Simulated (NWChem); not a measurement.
System: SeF3 cation; SMILES F[Se+](F)F

All runs: NWChem. All runs use the structure optimised with PBE0/def2-SVP. B3LYP is NWChem's, with the RPA form of VWN correlation. Vertical excitations in the gas phase; the lowest state need not have the same character in each row.

For level LDA (Slater exchange, VWN5)/aug-cc-pVDZ, full TDDFT:

* **lowest excitation, singlet (eV)**: 7.33
* **oscillator strength of that lowest state**: 0.008
* **orbital gap (eV)**: 6.67

Question: What are these values for level B3LYP/aug-cc-pVDZ, full TDDFT?

Answer: 
| Property | Result |
|---|---|
| lowest excitation, singlet (eV) | 7.82 |
| oscillator strength of that lowest state | 0.034 |
| orbital gap (eV) | 8.80 |
